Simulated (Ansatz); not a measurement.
Cost and result for the atomization energy of BF₂H₃Si (`B[SiH](F)F`) (7 atoms, 6 bonds).

Charge 0, multiplicity 1. Geometry: relaxed with PBE0-D4/def2-TZVP. Program: Ansatz. All runs use 2 threads of an Arm Neoverse V1 on a shared host. Times are those of one run each, without the atoms' runs, and a repeat can differ threefold. Electronic energies, without spin–orbit coupling; frozen cores. CCSD(T)/CBS adds CCSD(T) − MP2 in def2-TZVPP to the MP2 limit, and its time is that of the two runs behind it. T1 = 0.012. B3LYP takes the VWN-RPA correlation (the form of Gaussian; ORCA's B3LYP/G).

CCSD(T)/CBS is a level of theory with its own doubt, some kJ/mol a heavy atom from the limit and from the frozen cores, so smaller differences don't rank the functionals.

| level | functions | wall time | atomization (kcal/mol) | difference from CCSD(T)/CBS | per bond |
| --- | --- | --- | --- | --- | --- |
| LDA (SPW92)/def2-TZVPP | 177 | 1 s | 679.9 | 72.9 | 12.2 |
| CCSD(T)/def2-SVP | 75 | 1.9 s | 561.6 | -45.4 | -7.6 |
| PBE-D4/def2-TZVPP (with forces) | 177 | 2 s | 607.2 | 0.2 | 0.0 |
| PBE0-D4/def2-TZVPP | 177 | 2 s | 598.3 | -8.7 | -1.5 |
| B3LYP-D4/def2-TZVPP (with forces) | 177 | 3 s | 604.0 | -3.0 | -0.5 |
| r2SCAN-D4/def2-TZVPP (with forces) | 177 | 3.5 s | 607.0 | 0.0 | 0.0 |
| PBE-QIDH/def2-TZVPP | 177 | 4 s | 599.6 | -7.4 | -1.2 |
| r2SCANh-D4/def2-TZVPP | 177 | 4 s | 602.8 | -4.2 | -0.7 |
| B97M-V/def2-TZVPP | 177 | 7 s | 607.6 | 0.6 | 0.1 |
| ωB97M-V/def2-TZVPP (with forces) | 177 | 8.5 s | 606.5 | -0.5 | -0.1 |
| MP2/def2-QZVPP | 331 | 12 s | 616.2 | 9.2 | 1.5 |
| CCSD(T)/def2-TZVPP | 177 | 41 s | 590.7 | -16.3 | -2.7 |
| CCSD(T)/CBS(def2) | – | 52 s | 607.0 | 0.0 | 0.0 |

From PBE to PBE0 (25 % exact exchange), in def2-TZVPP and without D4, the atomization energy moves by −8.5 kcal/mol: exact exchange takes away binding that semilocal exchange gives to molecules. In def2-TZVPP, CCSD(T) changes the Hartree–Fock value by +120.4 kcal/mol (the triples alone add +6.4 kcal/mol) and MP2 by +135.8 kcal/mol; breaking electron pairs costs correlation energy, which Hartree–Fock lacks. Leaving LDA and LC-ωPBE aside and taking each functional with its dispersion term where it has one, the values, not all of them listed here, spread over 19.6 kcal/mol, from BHLYP-D4 to CAM-B3LYP-D4. LDA lies +75.2 kcal/mol from PBE without D4, its usual overbinding.
